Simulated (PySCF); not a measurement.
Al(F)2(NH2) (AlF2H2N), SMILES [NH2][Al]([F])[F].

The structure is a stationary point at PBE0-D3(BJ)/def2-SVP. The values are those of a single conformer.

These are PBE0-D3(BJ)/def2-SVP in PySCF values and carry that method's errors.

Frequencies are harmonic and unscaled.

```json
[
 {"mode": "1", "ν (cm⁻¹)": "200", "IR (km/mol)": "3.9", "Raman (Å⁴/amu)": "1.1", "depolarisation": "0.75", "moving atoms (share of kinetic energy)": "F 38 %, N 25 %, H 24 %, Al 13 %"},
 {"mode": "2", "ν (cm⁻¹)": "247", "IR (km/mol)": "39.9", "Raman (Å⁴/amu)": "0.5", "depolarisation": "0.72", "moving atoms (share of kinetic energy)": "F 73 %, Al 16 %, N 10 %"},
 {"mode": "3", "ν (cm⁻¹)": "287", "IR (km/mol)": "90.9", "Raman (Å⁴/amu)": "2.0", "depolarisation": "0.75", "moving atoms (share of kinetic energy)": "Al 67 %, F 22 %, N 9 %"},
 {"mode": "4", "ν (cm⁻¹)": "360", "IR (km/mol)": "0.0", "Raman (Å⁴/amu)": "0.1", "depolarisation": "0.75", "moving atoms (share of kinetic energy)": "H 98 %"},
 {"mode": "5", "ν (cm⁻¹)": "399", "IR (km/mol)": "183.6", "Raman (Å⁴/amu)": "1.4", "depolarisation": "0.75", "moving atoms (share of kinetic energy)": "H 81 %, N 18 %"},
 {"mode": "6", "ν (cm⁻¹)": "666", "IR (km/mol)": "49.1", "Raman (Å⁴/amu)": "0.3", "depolarisation": "0.75", "moving atoms (share of kinetic energy)": "H 73 %, N 21 %"},
 {"mode": "7", "ν (cm⁻¹)": "695", "IR (km/mol)": "1.8", "Raman (Å⁴/amu)": "8.3", "depolarisation": "0.07", "moving atoms (share of kinetic energy)": "F 64 %, N 31 %"},
 {"mode": "8", "ν (cm⁻¹)": "952", "IR (km/mol)": "159.1", "Raman (Å⁴/amu)": "3.3", "depolarisation": "0.33", "moving atoms (share of kinetic energy)": "Al 50 %, N 27 %, F 17 %"},
 {"mode": "9", "ν (cm⁻¹)": "969", "IR (km/mol)": "168.6", "Raman (Å⁴/amu)": "0.3", "depolarisation": "0.75", "moving atoms (share of kinetic energy)": "Al 53 %, F 45 %"},
 {"mode": "10", "ν (cm⁻¹)": "1522", "IR (km/mol)": "53.4", "Raman (Å⁴/amu)": "4.1", "depolarisation": "0.64", "moving atoms (share of kinetic energy)": "H 89 %, N 11 %"},
 {"mode": "11", "ν (cm⁻¹)": "3632", "IR (km/mol)": "42.1", "Raman (Å⁴/amu)": "110.0", "depolarisation": "0.10", "moving atoms (share of kinetic energy)": "H 96 %"},
 {"mode": "12", "ν (cm⁻¹)": "3727", "IR (km/mol)": "50.8", "Raman (Å⁴/amu)": "63.7", "depolarisation": "0.75", "moving atoms (share of kinetic energy)": "H 91 %, N 9 %"}
]
```
